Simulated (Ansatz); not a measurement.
Reaction 4 R1 + R2 → 3 P1 + P2 + P3, each structure at its B3LYP-D3(BJ)/def2-TZVP stationary point, reached from a drawn start (curvature not checked).
P1, CH4 (SMILES C) (charge 0, multiplicity 1, Z-matrix in Å and degrees):
```
C
H 1 1.0893
H 1 1.0893 2 109.47
H 1 1.0893 2 109.47 3 -120.00
H 1 1.0893 2 109.47 3 120.00
```
R1: H2 (SMILES [H][H]), charge 0, multiplicity 1.
P2: HCl (SMILES Cl), charge 0, multiplicity 1.
P3, SiH4 (SMILES [SiH4]) (charge 0, multiplicity 1):
| atom | x (Å) | y (Å) | z (Å) |
|---|---|---|---|
| Si | 0.0000 | 0.0000 | 0.0000 |
| H | 0.8547 | 0.8547 | 0.8547 |
| H | -0.8547 | -0.8547 | 0.8547 |
| H | -0.8547 | 0.8547 | -0.8547 |
| H | 0.8547 | -0.8547 | -0.8547 |
R2, C3H9ClSi (SMILES C[Si](C)(C)Cl) (charge 0, multiplicity 1):
```xyz
14

Si     0.148     0.133     0.354
C     -0.933     1.486    -0.343
C      1.602    -0.222    -0.761
C     -0.836    -1.414     0.705
Cl     0.910     0.817     2.178
H     -1.358     1.177    -1.302
H     -1.756     1.717     0.335
H     -0.359     2.400    -0.505
H      2.252    -0.983    -0.326
H      1.257    -0.585    -1.733
H      2.197     0.678    -0.926
H     -1.258    -1.814    -0.221
H     -1.658    -1.207     1.392
H     -0.207    -2.185     1.153
```

P less R. No zero-point or thermal terms.

Frozen-core correlation throughout.

Run with Ansatz (an electronic-structure program). All values are computed, each at the level named.

Total energies in hartree:

```json
[
 {"structure": "P1", "PBE/def2-TZVPP": "-40.464286", "B3LYP/def2-TZVPP": "-40.539117", "CCSD(T)/cc-pV(T+d)Z": "-40.438100"},
 {"structure": "R1", "PBE/def2-TZVPP": "-1.166122", "B3LYP/def2-TZVPP": "-1.180004", "CCSD(T)/cc-pV(T+d)Z": "-1.172336"},
 {"structure": "P2", "PBE/def2-TZVPP": "-460.627412", "B3LYP/def2-TZVPP": "-460.836272", "CCSD(T)/cc-pV(T+d)Z": "-460.339793"},
 {"structure": "P3", "PBE/def2-TZVPP": "-291.721620", "B3LYP/def2-TZVPP": "-291.917183", "CCSD(T)/cc-pV(T+d)Z": "-291.440117"},
 {"structure": "R2", "PBE/def2-TZVPP": "-869.078351", "B3LYP/def2-TZVPP": "-869.641050", "CCSD(T)/cc-pV(T+d)Z": "-868.406842"}
]
```

Problem. Work out the reaction energy at each level in meV (1 hartree = 27211.38625 meV), and say how far PBE/def2-TZVPP lies from CCSD(T)/cc-pV(T+d)Z.

Solution. 
- PBE/def2-TZVPP: 3 × (-40.464286) + (-460.627412) + (-291.721620) − (-869.078351) − 4 × (-1.166122) = 0.000949 hartree = 25.8 meV
- B3LYP/def2-TZVPP: 3 × (-40.539117) + (-460.836272) + (-291.917183) − (-869.641050) − 4 × (-1.180004) = -0.009740 hartree = -265.0 meV
- CCSD(T)/cc-pV(T+d)Z: 3 × (-40.438100) + (-460.339793) + (-291.440117) − (-868.406842) − 4 × (-1.172336) = 0.001976 hartree = 53.8 meV
PBE/def2-TZVPP less CCSD(T)/cc-pV(T+d)Z: -28.0 meV. CCSD(T)/cc-pV(T+d)Z is the level counted from, the highest shown, and no exact or measured value.
